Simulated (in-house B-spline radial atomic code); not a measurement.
Levels of two electrons outside the 1s2 core along the 4-electron series, above the ground level 2s2 J0; labels give the leading configuration and J, and a prime marks the next level of the same label. Computed with a B-spline radial code for spherical atoms: configuration interaction with many-body perturbation theory for the core, Breit and QED.

| ion | Z | first ionisation energy (eV) | excitation of 2s2p J0 (eV) | core correlation Breit and QED part of 2s2p J0 (eV) | excitation of 2s2p J1' (eV) | core correlation Breit and QED part of 2s2p J1' (eV) | excitation of 2s2p J2 (eV) | core correlation Breit and QED part of 2s2p J2 (eV) | excitation of 2p2 J2 (eV) | core correlation Breit and QED part of 2p2 J2 (eV) |
| --- | --- | --- | --- | --- | --- | --- | --- | --- | --- | --- |
| Ar14+ | 18 | 855.8 | 28.343 | -0.098911 | 56.1 | -0.42857 | 31.309 | -0.29533 | 77.878 | -0.69044 |
| K15+ | 19 | 968.0 | 30.177 | -0.093916 | 60.144 | -0.45387 | 33.967 | -0.32927 | 83.847 | -0.74248 |
| Ca16+ | 20 | 1087.3 | 32.02 | -0.083692 | 64.327 | -0.47701 | 36.795 | -0.36246 | 90.051 | -0.78868 |
| Sc17+ | 21 | 1213.6 | 33.864 | -0.076854 | 68.653 | -0.50809 | 39.805 | -0.40463 | 96.486 | -0.84733 |
| Ti18+ | 22 | 1346.9 | 35.712 | -0.070273 | 73.151 | -0.54375 | 43.022 | -0.45208 | 103.18 | -0.90935 |
| V19+ | 23 | 1487.3 | 37.567 | -0.062606 | 77.84 | -0.58335 | 46.471 | -0.50467 | 110.14 | -0.97621 |
| Cr20+ | 24 | 1634.8 | 39.428 | -0.054973 | 82.747 | -0.62833 | 50.176 | -0.56352 | 117.39 | -1.0491 |
